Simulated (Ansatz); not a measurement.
Born–Oppenheimer molecular dynamics of Cl₅H₄SiTa (11 atoms, charge 0, multiplicity 1). It starts at the highest image of a converged band. Of that band: Neighbouring images differ by up to 1.4 eV, so the band resolves the path poorly. A vibrational analysis at the climbing image gives one clearly imaginary mode, 1044i cm⁻¹: a first-order saddle point.

The calculation used RKS PBE/def2-SVP in Ansatz 0.2.0.

* ensemble: NVE (velocity Verlet)
* time step: 0.5 fs
* steps asked: 200
* starting velocities drawn for: 300 K
* seed: 7406

First frame:

```xyz
11
Properties=species:S:1:pos:R:3
Ta -0.005 0.032 0.183
Cl 2.266 0.756 0.119
Cl -0.038 0.586 2.471
Cl 0.386 -1.115 -1.835
Cl -0.994 1.938 -0.668
Cl -1.978 -1.240 0.490
Si 0.890 -2.482 1.252
H 0.927 -3.659 0.337
H 2.524 -2.361 1.356
H 0.706 -2.729 2.712
H 1.995 -1.420 0.940
```

**Question.** How far do the bonds stretch over the last three quarters of this one trajectory? (Pairs bonded in most of those frames.)

**Answer.** 
| bond | mean (Å) | spread (Å) | shortest | longest |
| --- | --- | --- | --- | --- |
| Ta1–Cl2 | 2.349 | 0.059 | 2.28 | 2.45 |
| Ta1–Cl3 | 2.361 | 0.015 | 2.34 | 2.39 |
| Ta1–Cl4 | 2.369 | 0.027 | 2.32 | 2.40 |
| Ta1–Cl5 | 2.328 | 0.014 | 2.30 | 2.35 |
| Ta1–Cl6 | 2.419 | 0.063 | 2.29 | 2.49 |
| Ta1–Si7 | 2.725 | 0.055 | 2.67 | 2.83 |
| Si7–H8 | 1.523 | 0.026 | 1.48 | 1.58 |
| Si7–H10 | 1.521 | 0.024 | 1.48 | 1.57 |
| H9–H11 | 0.805 | 0.025 | 0.76 | 0.85 |

Pairs bonded in part of these frames only: Si7–H9 7 %.

Mean temperature of the second half: 286 K. The conserved energy stayed within 0.054 meV per atom of its start (net change 0.034 meV per atom), so the integration is sound. A run of 0.1 ps of so small a system gives no equilibrium averages. The orbitals stay closed-shell, which can raise the energy where a bond breaks towards radicals; this wasn't checked here.

Run time: 8.7 min on 4 threads of Arm Neoverse V2 (shared host), peak memory 0.3 GiB.
